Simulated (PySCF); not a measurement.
Name the molecule from its bond curve

A diatomic of charge 0 contains P. Its quartet curve at PBE0 in a single-zeta basis (no relativity, PySCF), in eV from the separated fragments:

```
R (Å)  E (eV)
1.700  -2.056
1.779  -2.539
1.858  -2.810
1.918  -2.907
1.977  -2.934
2.036  -2.905
2.115  -2.802
2.214  -2.600
2.333  -2.297
2.491  -1.859
```

The fit gives ωe = 787 cm⁻¹ and the rotational constant Bₑ = 0.6200 cm⁻¹.

Which atom is the partner?

The minimum lies at 1.974 Å, so the reduced mass is 16.8576 u Å² cm⁻¹/(Bₑ·Re²) = 6.978 u. With P at 30.97 u the partner weighs about 9.0 u: Be. The molecule is BeP.

STO-3G is very small, so such numbers show the basis as much as the molecule. The state is the lowest determinant that a PBE0 search found; another state may lie lower at other levels.
